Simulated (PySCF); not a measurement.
C3H7BFN, SMILES FB1CCCN1.

The structure is a stationary point at PBE0-D3(BJ)/def2-SVP. This is a generated structure with no PubChem entry under its InChIKey; it may be hypothetical. One conformer was computed; it need not be the lowest.

The numbers are results of TDA-B3LYP/def2-SVPD (PySCF), not measurements.

Vertical excitations. Gas-phase values at a fixed geometry.

```json
[
 {"state": "S1", "energy (eV)": "6.47", "λ (nm)": "192", "f": "0.002", "main pairs": "HOMO→LUMO 97 %"},
 {"state": "S2", "energy (eV)": "7.23", "λ (nm)": "171", "f": "0.013", "main pairs": "HOMO→LUMO+1 98 %"},
 {"state": "S3", "energy (eV)": "7.45", "λ (nm)": "166", "f": "0.003", "main pairs": "HOMO→LUMO+3 65 %, HOMO→LUMO+2 28 %"},
 {"state": "S4", "energy (eV)": "7.77", "λ (nm)": "159", "f": "0.040", "main pairs": "HOMO−1→LUMO 40 %, HOMO→LUMO+2 34 %, HOMO→LUMO+3 18 %"},
 {"state": "S5", "energy (eV)": "7.84", "λ (nm)": "158", "f": "0.082", "main pairs": "HOMO−1→LUMO 55 %, HOMO→LUMO+2 20 %, HOMO→LUMO+4 10 %, HOMO→LUMO+3 9 %"},
 {"state": "S6", "energy (eV)": "7.91", "λ (nm)": "157", "f": "0.095", "main pairs": "HOMO→LUMO+4 86 %"},
 {"state": "S7", "energy (eV)": "8.29", "λ (nm)": "150", "f": "0.005", "main pairs": "HOMO→LUMO+5 66 %, HOMO−1→LUMO+2 23 %"},
 {"state": "S8", "energy (eV)": "8.30", "λ (nm)": "149", "f": "0.024", "main pairs": "HOMO−1→LUMO+2 55 %, HOMO→LUMO+5 28 %, HOMO−1→LUMO+3 9 %"},
 {"state": "S9", "energy (eV)": "8.51", "λ (nm)": "146", "f": "0.031", "main pairs": "HOMO−1→LUMO+1 93 %"},
 {"state": "S10", "energy (eV)": "8.55", "λ (nm)": "145", "f": "0.021", "main pairs": "HOMO→LUMO+6 96 %"},
 {"state": "T1", "energy (eV)": "6.26", "λ (nm)": "198", "f": "0", "main pairs": "HOMO→LUMO 45 %, HOMO→LUMO+2 33 %, HOMO→LUMO+3 18 %"},
 {"state": "T2", "energy (eV)": "6.34", "λ (nm)": "195", "f": "0", "main pairs": "HOMO→LUMO 50 %, HOMO→LUMO+2 44 %"},
 {"state": "T3", "energy (eV)": "7.12", "λ (nm)": "174", "f": "0", "main pairs": "HOMO→LUMO+1 96 %"},
 {"state": "T4", "energy (eV)": "7.33", "λ (nm)": "169", "f": "0", "main pairs": "HOMO→LUMO+3 68 %, HOMO→LUMO+2 18 %"}
]
```
Triplets are in the Tamm–Dancoff approximation.
